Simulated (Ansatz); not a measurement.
C₂H₈B₂, SMILES `BBCC`, relaxed with RKS PBE0-D4/def2-TZVP in Ansatz from a PBE-D4/def2-SVP geometry. The force threshold is 0.005 eV/Å; the program also tests the step.

The species carries charge 0 and has multiplicity 1.

Start:

```xyz
12

B     1.122    1.662    0.143
B    -0.382    1.023    0.352
C    -0.871   -0.463    0.195
C     0.033   -1.477   -0.514
H     1.943    1.710    1.049
H     1.482    2.182   -0.903
H    -1.229    1.827    0.745
H    -1.908   -0.482   -0.210
H    -1.024   -0.752    1.269
H     1.053   -1.498   -0.075
H    -0.371   -2.510   -0.464
H     0.150   -1.223   -1.588
```

| step | energy (eV) | largest force (eV/Å) | largest move (Å) |
| --- | --- | --- | --- |
| 1 | -3552.1357 | 0.515 | 0.000 |
| 2 | -3552.1774 | 0.168 | 0.030 |
| 3 | -3552.1813 | 0.052 | 0.023 |
| 4 | -3552.1813 | 0.064 | 0.014 |
| 5 | -3552.1818 | 0.027 | 0.040 |
| 6 | -3552.1829 | 0.009 | 0.035 |
| 7 | -3552.1833 | 0.045 | 0.047 |
| 8 (rejected) | -3552.1832 | 0.085 | 0.042 |
| 9 | -3552.1837 | 0.020 | 0.021 |
| 10 | -3552.1839 | 0.023 | 0.028 |
| 11 | -3552.1840 | 0.024 | 0.020 |
| 12 | -3552.1840 | 0.025 | 0.017 |
| 13 | -3552.1841 | 0.023 | 0.020 |
| 14 | -3552.1841 | 0.017 | 0.024 |
| 15 (rejected) | -3552.1840 | 0.035 | 0.009 |
| 16 | -3552.1842 | 0.009 | 0.004 |
| 17 | -3552.1842 | 0.007 | 0.003 |
| 18 | -3552.1842 | 0.004 | 0.004 |

End:

```xyz
12

B     1.093    1.653    0.057
B    -0.364    1.001    0.432
C    -0.875   -0.459    0.207
C     0.066   -1.460   -0.451
H     2.008    1.668    0.835
H     1.299    2.197   -0.994
H    -1.148    1.760    0.956
H    -1.816   -0.377   -0.358
H    -1.213   -0.826    1.188
H     0.980   -1.585    0.135
H    -0.391   -2.447   -0.560
H     0.363   -1.125   -1.448
```

Run time 52 s (2 threads of an Intel Xeon Platinum 8375C on a shared host); peak host memory 0.37 GiB.
